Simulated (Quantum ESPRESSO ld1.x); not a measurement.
Charge is removed step by step from the 1s1/2 level of Bi2+, starting from [Hg] 6p1. Calculated with ld1.x of Quantum ESPRESSO 7.5: Dirac Kohn-Sham, LDA (Slater exchange, VWN5 correlation), spin-unpolarised, spherical densities, point nucleus; open shells fill j = l - 1/2 first.

| removed (e) | E - E(0) (eV) | eigenvalue (eV) | E minus straight line (eV) |
|---|---|---|---|
| 0 | 0.000 | -90469 | 0.000 |
| 0.2 | 18120.2 | -90733 | -104.757 |
| 0.4 | 36293 | -90995 | -156.897 |
| 0.6 | 54518 | -91257 | -156.631 |
| 0.8 | 72796 | -91517 | -104.222 |
| 1 | 91125 | -91775 | 0.000 |

Removing the whole electron costs 91125 eV by Delta-SCF, against 90469 eV from minus the eigenvalue at the starting occupation. Integrating minus the eigenvalue over the occupation (Janak's theorem) gives 91125 eV. The mean slope of the eigenvalue, de/dn, is 1310 eV per electron.
